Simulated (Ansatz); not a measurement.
FH4InOSSi (`[OH][InH][S][SiH2]F`). The species carries charge 0 and has multiplicity 1. In: def2 effective core potential. Geometry: relaxed with PBE0-D4/def2-TZVP. It is one conformer, not always the lowest.

```xyz
9

O    -1.284   -1.540    1.857
In   -0.657    0.268    1.376
S     1.631    0.127    0.497
Si    0.859    0.371   -1.428
F    -0.770    0.370   -1.244
H    -0.649   -2.214    1.601
H    -1.487    1.698    1.739
H     1.184    1.670   -2.058
H     1.175   -0.750   -2.340
```

Problem. What is the dipole moment at ωB97M-V/def2-TZVPP? (Estimate.)

Solution. Computed: 1.36 D, with components (0.71, 0.94, -0.67) D in this frame, pointing from negative to positive charge.

Problem. And with PBE, r2SCAN, B3LYP? (Estimate.)

Solution. Ansatz gave: PBE 1.09 D, r2SCAN 1.17 D, B3LYP 1.32 D.

Problem. Give the Mulliken charges with ωB97M-V, PBE, B3LYP in def2-TZVPP. (Estimate.)

Solution. The calculation gave: 
```csv
atom,ωB97M-V,PBE,B3LYP
O1,-0.51,-0.47,-0.51
In2,0.74,0.74,0.83
S3,-0.39,-0.40,-0.44
Si4,0.43,0.43,0.52
F5,-0.33,-0.29,-0.34
H6,0.17,0.18,0.18
H7,-0.05,-0.09,-0.10
H8,-0.03,-0.06,-0.06
H9,-0.02,-0.06,-0.06
```

B3LYP here is the variant with VWN-RPA as its local correlation; programs differ in this.
